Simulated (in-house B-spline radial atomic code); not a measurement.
Whole-atom quantities along the 24-electron series, configuration 1s2 2s2 2p6 3s2 3p6 3d3/2(4) 3d5/2(2). Breit and QED terms are first order and not part of the total energy; the density at the nucleus is averaged over the nuclear charge. Computed with an all-electron radial atomic-structure program (B-spline basis): Dirac-Hartree-Fock, jj configuration that fills j = l - 1/2 first, finite nuclei.

```
  ion   Z  E/Z² (Eh)  Σ<r²> (bohr²)  n(0)/Z³ (bohr⁻³)  Lamb diamagnetic shielding (ppm)  repulsion over attraction  Breit energy (eV)  self-energy (eV)  vacuum polarisation (eV)
Se10+  34     -2.067         5.1852           0.99107                           2900.03                    0.12898              31.68            23.577                   -2.3176
Br11+  35    -2.0863         4.7097            1.0128                           3005.48                    0.12606              34.94            26.077                   -2.6098
Kr12+  36     -2.105         4.2989            1.0354                           3111.34                    0.12323             38.424            28.761                   -2.9298
Rb13+  37     -2.123         3.9411            1.0591                           3217.63                    0.12049             42.139            31.636                   -3.2794
Sr14+  38          ?              ?                 ?                                 ?                          ?                  ?                 ?                         ?
Zr16+  40    -2.1733         3.1041            1.1358                           3539.35                    0.11283             54.753              41.5                   -4.5264
Nb17+  41     -2.189         2.8844            1.1627                           3647.61                    0.11045             59.475            45.229                   -5.0153
Mo18+  42          ?              ?                 ?                                 ?                          ?                  ?                 ?                         ?
Tc19+  43     -2.219         2.5103            1.2203                            3865.8                    0.10594             69.744            53.407                   -6.1176
Ru20+  44    -2.2334           2.35              1.25                           3975.78                    0.10379             75.309            57.876                   -6.7361
Rh21+  45    -2.2474         2.2046            1.2828                           4086.38                    0.10172             81.171             62.61                   -7.4034
Pd22+  46          ?              ?                 ?                                 ?                          ?                  ?                 ?                         ?
Ag23+  47    -2.2743         1.9515            1.3519                           4309.53                   0.097777             93.824            72.922                    -8.896
Cd24+  48    -2.2873         1.8408             1.387                           4422.13                   0.095903             100.63            78.521                   -9.7274
In25+  49    -2.2999         1.7393            1.4261                           4535.45                   0.094089             107.77            84.432                   -10.621
Sn26+  50    -2.3123         1.6458            1.4656                           4649.51                   0.092332             115.26            90.666                   -11.579
Sb27+  51    -2.3245         1.5596            1.5071                           4764.35                    0.09063              123.1            97.236                   -12.606
```

(1) Fill in the row of Sr14+.

(2) Fill in the row of Mo18+.

(3) Fill in the row of Pd22+.

(4) With what power of Z does the column «vacuum polarisation (eV)» change over this range?

Answers

(1) E/Z² (Eh): -2.1403; Σ<r²> (bohr²): 3.6273; n(0)/Z³ (bohr⁻³): 1.0836; Lamb diamagnetic shielding (ppm): 3324.38; repulsion over attraction: 0.11785; Breit energy (eV): 46.093; self-energy (eV): 34.712; vacuum polarisation (eV): -3.6607.

(2) E/Z² (Eh): -2.2042; Σ<r²> (bohr²): 2.6875; n(0)/Z³ (bohr⁻³): 1.1897; Lamb diamagnetic shielding (ppm): 3756.42; repulsion over attraction: 0.10815; Breit energy (eV): 64.469; self-energy (eV): 49.195; vacuum polarisation (eV): -5.5448.

(3) E/Z² (Eh): -2.261; Σ<r²> (bohr²): 2.0723; n(0)/Z³ (bohr⁻³): 1.3162; Lamb diamagnetic shielding (ppm): 4197.62; repulsion over attraction: 0.099715; Breit energy (eV): 87.34; self-energy (eV): 67.622; vacuum polarisation (eV): -8.1222.

(4) A fit of the logarithm of its size against log Z from Z = 34 to 51 has slope 4.18.
